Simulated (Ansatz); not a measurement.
A nudged elastic band was laid between two geometries of BH$_{5}$OSn (8 atoms, charge 0, multiplicity 1).

Computed with Ansatz, RKS PBE0-D4/def2-SVPD.

| Property | Result |
| --- | --- |
| movable images | 5 |
| climbing image | yes |
| spring | 5.0 eV/Å² |
| optimiser | quadratic models (default) |
| start path | through a guess of the saddle point |
| force threshold | 0.05 eV/Å |
| iteration limit | 60 |
| end points | relaxed |

Image 0:

```xyz
8
Properties=species:S:1:pos:R:3
B -0.550 0.758 -1.386
O -0.899 0.123 -0.262
Sn 0.368 -0.620 1.129
H -1.432 1.141 -2.128
H 0.620 0.956 -1.667
H -0.082 0.170 2.571
H 1.942 -0.238 0.592
H 0.033 -2.292 1.151
```

Image 6:

```xyz
8
Properties=species:S:1:pos:R:3
B -0.538 0.837 -1.027
O -0.576 0.377 0.255
Sn 1.182 -0.683 1.708
H -1.562 1.223 -1.533
H 0.530 0.831 -1.572
H -1.447 0.393 0.666
H 2.108 -0.793 0.194
H 0.304 -2.185 1.309
```

Question: Which bonds break or form, and what moves?

Answer: Bonds broken: Sn3–H6. Bonds formed: O2–H6.

Question: Give the energies along the band, and the barrier.

Answer: The forces met the threshold. The highest image is number 3 of 0 to 6, 2.14 eV above the first end and 1.72 eV above the last; the last end lies 0.42 eV above the first. A structure lower than the last end lies on the path between it and the top, so the climb from that side starts below the end, which may itself be a saddle point or a shallow side well. Neighbouring images differ by up to 2.0 eV, so the band resolves the path poorly. A vibrational analysis at the climbing image gives 2 clearly imaginary modes (1390i, 60i cm⁻¹): a point of higher order, so a lower path passes nearby. The orbitals stay closed-shell, which can raise the energy where a bond breaks towards radicals; this wasn't checked here.

```csv
image,path coordinate (Å),energy (eV),Sn3–H6 (Å),O2–H6 (Å)
0,0.00,0.00,1.71,2.95
1,1.57,0.11,1.71,3.08
2,3.12,0.13,1.69,2.69
3,4.68,2.14,1.81,1.44
4,5.73,0.47,2.79,0.96
5,6.78,0.41,3.03,0.96
6,7.83,0.42,3.03,0.96
```

Question: What is the geometry of the highest image?

Answer: 
```xyz
8
Properties=species:S:1:pos:R:3:forces:R:3
B -0.626 0.834 -1.343 0.00 0.01 -0.02
O -0.291 0.446 -0.107 0.02 0.01 0.01
Sn 0.530 -0.814 1.504 -0.01 0.00 0.00
H -1.556 1.596 -1.505 0.00 0.00 0.00
H 0.017 0.419 -2.288 -0.01 -0.01 0.00
H -0.777 0.415 1.247 0.00 0.00 0.00
H 2.222 -0.452 1.572 0.00 0.00 0.00
H 0.481 -2.444 0.920 0.00 0.00 0.00
```

Run time: 5.3 min on 2 threads of Arm Neoverse V1, with other jobs on the host, peak memory 0.28 GiB.
